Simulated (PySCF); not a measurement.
Bi(OMe)(TeH)2, SMILES [TeH][Bi]([O]C)[TeH] (CH5BiOTe2), singlet (B3LYP/def2-SVP optimised geometry):

```
10

Bi    -0.609    -0.662     0.000
O     -1.082    -1.087    -2.016
C     -0.474    -0.496    -3.134
H      0.613    -0.707    -3.191
H     -0.946    -0.914    -4.042
H     -0.605     0.604    -3.162
Te     2.303    -0.662     0.000
H      2.285    -2.249     0.536
Te    -0.661     2.249     0.000
H     -2.303     2.212    -0.325
```

Calculation: B3LYP/def2-TZVP, def2 effective core potentials past Kr in PySCF.

What are the frontier orbital energies and the dipole moment?

HOMO-2 -7.15 eV, HOMO-1 -6.49 eV, HOMO -6.26 eV, LUMO -2.26 eV, LUMO+1 -2.12 eV; dipole moment 1.36 D.

On the same geometry PBE/def2-TZVP, def2 effective core potentials past Kr (PySCF) gives HOMO-2 -6.02 eV, HOMO-1 -5.69 eV, HOMO -5.47 eV, LUMO -2.68 eV, LUMO+1 -2.52 eV; dipole moment 1.24 D.
